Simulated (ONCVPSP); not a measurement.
# Building the ONCV potential for Tc (LDA (Perdew-Wang 92), non-relativistic).

| Quantity | Value |
| --- | --- |
| Element | technetium (Tc) |
| Generator | ONCVPSP 4.0.1 |
| Type | optimised norm-conserving Vanderbilt (ONCV) |
| Functional | LDA (Perdew-Wang 92) |
| Relativity | non-relativistic |
| Frozen core | [Ar] 3d10 |
| Valence charge | 15 |
| Reference configuration | 4s2 4p6 4d5 5s1.75 5p0.25 |
| Partial waves | 4s+5s: rc 1.55 bohr, ncon 5, nbas 9, qcut 6.1 1/bohr, 2 projectors; 4p+5p: rc 1.60 bohr, ncon 3, nbas 7, qcut 8.9 1/bohr, 3 projectors, debl 2.1 Ha; 4d: rc 2.20 bohr, ncon 4, nbas 9, qcut 6.6 1/bohr, 2 projectors, debl 1 Ha; f scattering state at 0.27 Ha: rc 1.95 bohr, ncon 4, nbas 7, qcut 6.4 1/bohr, 1 projector |
| Local potential | polynomial inside 0.95 bohr (lpopt 4, dvloc0 -1 Ha) |
| Core correction | Teter function fitted to the true core (icmod 2), fcfact 0.55 |

All-electron outer shells of the reference configuration (LDA (PZ), non-relativistic, ld1.x):

```csv
shell,level (eV),outermost node (bohr),outermost maximum (bohr)
3p,-409.66,0.16,0.37
3d,-254.51,–,0.31
4s,-69.75,0.51,0.98
4p,-45.06,0.51,1.03
4d,-7.68,0.50,1.25
5s,-5.23,1.31,2.79
5p,-1.77,1.47,3.67
```

Q: Does the generator finish with these settings?

A: Yes, a potential is produced and its reference levels are reproduced.

Q: Estimate the cutoffs (Ha) at which the residual kinetic energy of the hardest occupied pseudo-wave falls to 1 and 0.1 mHa per electron.

A: 31 Ha and 89 Ha.

Q: What does a ghost test show?

A: No bound ghost flagged; GHOST(+) flagged for s at 173.9 eV.

Q: Which valence shell sets the plane-wave cutoff?

A: 4s: 31 Ha for 1 mHa per electron, against 23 Ha for 4p.

Q: Tests: 4s2 4p6 4d5 5s2 5p0; 4s2 4p6 4d5 5s1 5p0; 4s2 4p6 4d5 5s0 5p0; 4s2 4p5 4d5 5s2 5p0. Which has the largest error in its energy relative to the reference configuration, and how large is it?

A: 4s2 4p5 4d5 5s2 5p0, with -59 meV (all-electron minus pseudo) on +50.05 eV.
